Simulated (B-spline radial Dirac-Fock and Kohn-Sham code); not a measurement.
## Relativistic shifts of the levels of Pm

System: the free promethium atom, [Xe] 4f5 6s2.

Both columns are ΔSCF binding energies of the configuration average from an atomic code on a B-spline grid: non-relativistic Hartree-Fock with a point nucleus, and Dirac-Fock with a finite nucleus and the Coulomb interaction alone, averaged over the two j levels with weights 2j+1.

| shell | Hartree-Fock (eV) | Dirac-Fock (eV) | shift (eV) | shift (%) |
| --- | --- | --- | --- | --- |
| 1s | 42945.7 | 45371.2 | +2425.59 | +5.65 |
| 2s | 6840.5 | 7458.3 | +617.71 | +9.03 |
| 2p | 6471.9 | 6664.8 | +192.89 | +2.98 |
| 3s | 1519.0 | 1661.1 | +142.10 | +9.35 |
| 3p | 1356.4 | 1405.1 | +48.63 | +3.58 |
| 3d | 1056.7 | 1043.5 | -13.19 | -1.25 |
| 4s | 314.0 | 346.2 | +32.21 | +10.26 |
| 4p | 250.1 | 259.8 | +9.66 | +3.86 |
| 4d | 136.3 | 132.7 | -3.65 | -2.68 |
| 4f | 9.09 | 4.98 | -4.11 | -45.17 |
| 5s | 45.47 | 49.85 | +4.38 | +9.63 |
| 5p | 26.22 | 26.66 | +0.43 | +1.65 |
| 6s | 4.40 | 4.63 | +0.22 | +5.08 |

Relativity binds 1s, 2s, 2p, 3s, 3p, 4s, 4p, 5s, 5p, 6s more strongly, among those listed most of all 4s in relative terms, and 3d, 4d, 4f more weakly, because the contracted s and p shells screen the nucleus better.

Values without a named source are computed, but for edge energies of neutral atoms, which are taken from tables.
